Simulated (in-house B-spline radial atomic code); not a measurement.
Configurations of Ne²⁺, with energies counted from [He] 2s2 2p4. Computed with a B-spline radial code for spherical atoms: scalar-relativistic (X2C) r2SCAN0, spin-polarised, spherical fractional occupations, Fermi nucleus of rms radius 3.0055 fm. Shells without spins written out take the highest spin.

Caution: exact exchange at fractional occupations of open shells leaves self-interaction of up to several eV.

Occupations are held fixed; configurations that lie above the ionisation limit could autoionise.

```tsv
configuration	E - E(ref) (eV)	highest orbital	its <r> (bohr)
[He] 2s2 2p3 3s1	35.435	3s up	2.523
[He] 2s2 2p3 3p1	40.905	3p up	2.844
[He] 2s1 2p4 3s1	61.986	3s up	2.523
[He] 2s1 2p4 3p1	67.498	3p up	2.849
[He] 2s(0 up, 1 down) 2p(3 up, 1 down) 3p(0 up, 1 down)	76.518	3p down	2.925
```

Problem. Order these further configurations by energy, lowest first.
A. [He] 2s2 2p(0 up, 3 down) 3d(0 up, 1 down)
B. [He] 2s1 2p4 3d1
C. [He] 2s(0 up, 1 down) 2p(2 up, 3 down)
D. [He] 2s(1 up, 0 down) 2p(3 up, 1 down) 3s(0 up, 1 down)
E. [He] 2s2 2p(2 up, 2 down)

Solution. E (5.4701 eV), C (25.213 eV), A (46.777 eV), D (62.748 eV), B (73.316 eV).
